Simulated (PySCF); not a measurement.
Compound: C₂H₇FGe.
Structure used (PBE0-D3(BJ)/def2-SVP), in Å, numbered top down from 1:
```xyz
11
C2H7FGe angstrom
F     -1.2154    1.4193    0.4317
C     -1.4639    0.0746    0.5977
C     -0.3889   -0.7481   -0.0716
Ge     1.4311   -0.2022    0.4414
H     -2.4615   -0.1388    0.1750
H     -1.5000   -0.1337    1.6816
H     -0.4716   -0.6809   -1.1683
H     -0.5175   -1.8090    0.1972
H      1.5019   -0.0467    1.9733
H      2.4208   -1.3011    0.0045
H      1.8317    1.1225   -0.2260
```

The calculation used PBE0-D3(BJ)/def2-SVP geometry optimisation, gas phase (PySCF).

Masses are those of the commonest isotopes; rigid-rotor values at the optimised geometry. The values belong to one conformer with, in the numbering `[F:1][CH2:2][CH2:3][GeH3:4]`, F1–C2–C3–Ge4 51°.

**Question.** Give the principal moments of inertia and the rotational constants in GHz.

**Answer.** Ia = 48.55, Ib = 223.29, Ic = 253.25 u·Å²; 505379 MHz·u·Å²/I gives 10410, 2263 and 1996 MHz, that is A = 10.410, B = 2.2633, C = 1.9956 GHz.

**Question.** What kind of rotor is it?

**Answer.** A near-prolate asymmetric top. Ray's parameter κ = (2B − A − C)/(A − C) = -0.936; −1 is the prolate and +1 the oblate limit.

**Question.** Is it planar, by Δ = Ic − Ia − Ib?

**Answer.** Not planar: Δ = Ic − Ia − Ib = -18.58 u·Å². For a rigid frame Δ = −2 Σ m c², so Σ m c² = 9.29 u·Å² lies off the ab plane: 6.99 from hydrogen and 2.30 from heavier atoms. The atom farthest from that plane is 1.48 Å away.

**Question.** Give the other two planar moments, Paa and Pbb, and the rms extents of the mass along the axes.

**Answer.** Paa = Σ m a² = (Ib + Ic − Ia)/2 = 214.00 and Pbb = Σ m b² = (Ia + Ic − Ib)/2 = 39.26 u·Å². With the mass M = 123.97 u, the rms extents √(P/M) along a, b and c are 1.31, 0.56, 0.27 Å.

**Question.** Which lines would a microwave search look for?

**Answer.** The dipole components are |μa| = 0.17 D, |μb| = 1.88 D, |μc| = 0.31 D. The squared components, which scale the intensities, stand as 0.01 : 1.00 : 0.03 (a : b : c). Some lines, for components of 0.1 D or more:

```
type  branch         J(Ka,Kc)    MHz  lower level (cm⁻¹)
   a       Q  2(1,1) ← 2(1,2)    803               0.689
   a       R  1(0,1) ← 0(0,0)   4259               0.000
   c       Q  2(1,2) ← 2(0,2)   7886               0.426
   b       Q  1(1,0) ← 1(0,1)   8415               0.142
   a       R  2(0,2) ← 1(0,1)   8511               0.142
   b       Q  2(1,1) ← 2(0,2)   8689               0.426
   a       R  2(1,1) ← 1(1,0)   8786               0.423
   b       R  1(1,1) ← 0(0,0)  12406               0.000
   b       R  2(1,2) ← 1(0,1)  16397               0.142
   c       R  2(1,1) ← 1(0,1)  17200               0.142
   c       Q  2(2,1) ← 2(1,1)  24440               0.716
   b       Q  2(2,0) ← 2(1,1)  24447               0.716
   b       Q  2(2,1) ← 2(1,2)  25244               0.689
   b       R  2(2,1) ← 1(1,0)  33226               0.423
   c       R  2(2,0) ← 1(1,0)  33233               0.423
   b       R  2(2,0) ← 1(1,1)  33500               0.414
```

**Question.** Estimate the classical rotational partition function at 10 K, 100 K and 298.15 K.

**Answer.** Point group C1, symmetry number σ = 1; q = (√π/σ)·√((kT/h)³/(ABC)), k/h = 20836.6 MHz/K: 777 at 10 K, 24600 at 100 K, 127000 at 298.15 K.

Stationary, but not proved a minimum. Zero-point vibration and centrifugal distortion are left out. A rigid rotor knows nothing of internal rotation, which can split or shift real lines.

Time: 37 s; peak memory 0.46 GiB. Hardware: an Arm Neoverse V1 with one thread (shared host). These figures are those of the optimisation.
